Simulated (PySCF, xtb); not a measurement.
CH₄AlFS, SMILES [CH3][Al]([F])[SH]. The values are those of a single conformer.

Harmonic wavenumbers (cm⁻¹) from GFN2-xTB (xtb) at its own minimum, in rising order: 58, 115, 140, 163, 203, 434, 525, 595, 608, 659, 803, 1287, 1439, 1448, 2401, 2954, 2965, 2974.

What does B3LYP-D3(BJ)/def2-SVP (PySCF 2.14.0) give at its own minimum? (The exact figures need the calculation; the answer reports its results.)

41, 150, 201, 206, 264, 445, 621, 651, 694, 702, 880, 1221, 1426, 1427, 2665, 3024, 3108, 3126. Paired by order, the mean absolute difference is 73 cm⁻¹ and the zero-point energies are 28.3 and 29.8 kcal/mol.
